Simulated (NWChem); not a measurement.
# CH5O3Sb; SMILES C[O][Sb]([OH])[OH]

```xyz
10

Sb    -0.0067     0.4882     0.3589
O      1.4521     0.5514    -0.9656
H      1.0825     0.3279    -1.8327
O     -1.3025     0.5073    -1.1564
H     -2.2054     0.2869    -0.8970
O     -0.0769    -1.4638     0.6868
C      0.0842    -2.3844    -0.3599
H      1.1160    -2.3858    -0.7565
H     -0.1339    -3.3937     0.0259
H     -0.6028    -2.1846    -1.2033
```
Atoms are numbered in this order, from 1.

Computed with NWChem. All runs use the structure optimised with PBE0/def2-SVP (def2 core potentials past Kr). Not confirmed as a minimum by frequencies.

For level B3LYP/STO-3G, non-relativistic:

```yaml
highest occupied level (eV): -3.51
orbital gap (eV): 6.85
dipole (D): 1.69
```

Task: What are these values for level B3LYP/3-21G, non-relativistic?

Result: 
- highest occupied level (eV): -6.84
- orbital gap (eV): 6.35
- dipole (D): 2.17
